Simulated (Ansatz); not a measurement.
Consider the atomization: `[CH3][Al]([OH])[C](=N)Cl` → Al• + 2 C• + Cl• + 5 H• + N• + O•.

Program: Ansatz. Geometries: PBE0-D4/def2-TZVP. ΔE: electronic, gas phase. CBS: MP2 limit from def2 TZ/QZ plus the TZ coupled-cluster correction, frozen cores. This one scheme is used for every species, atoms too. Functionals use def2-TZVPP. No spin–orbit coupling; open shells (•) take unrestricted orbitals. Spin–orbit coupling would lower the free atoms: a little for Al, C, Cl, O. One conformer a species, not always the lowest.

```tsv
level	ΔE (kJ/mol)	difference from CCSD(T)/CBS
revPBE-D4	4137.2	0.6
PBE0-D4	4139.8	3.2
ωB97M-V	4152.6	16.0
BLYP	4105.4	-31.2
r2SCAN	4147.8	11.2
LC-ωPBE	4115.0	-21.6
MP2/def2-SVP	3946.5	-190.1
CCSD/def2-SVP	3809.0	-327.6
CCSD(T)/def2-SVP	3864.4	-272.2
CCSD(T)/def2-TZVPP	4009.5	-127.1
CCSD(T)/CBS	4136.6	0
```

Largest T1 diagnostic among the species: 0.018.

At CCSD(T), def2-SVP lies −272.2 kJ/mol from the extrapolated value and def2-TZVPP −127.1 kJ/mol: correlation converges slowly with the basis, and small sets miss more of it in the bonded molecule than in its fragments. The D4 term adds +38.8 kJ/mol with B3LYP and +20.6 kJ/mol with PBE0; it sums over pairs of atoms, weighted by their polarisabilities, and B3LYP, whose exchange is more repulsive, gets the larger term. In def2-TZVPP, CCSD(T) changes the Hartree–Fock value by +1145.3 kJ/mol (the triples alone add +82.9 kJ/mol) and MP2 by +1252.9 kJ/mol; breaking electron pairs costs correlation energy, which Hartree–Fock lacks.

B3LYP here is the variant with VWN-RPA as its local correlation; programs differ in this.

For atomizations the MP2-based limit and the directly extrapolated one differ by several kJ/mol either way, and by 10 to 25 for some Ge, Se and Sn compounds, so smaller differences from it don't rank the levels.
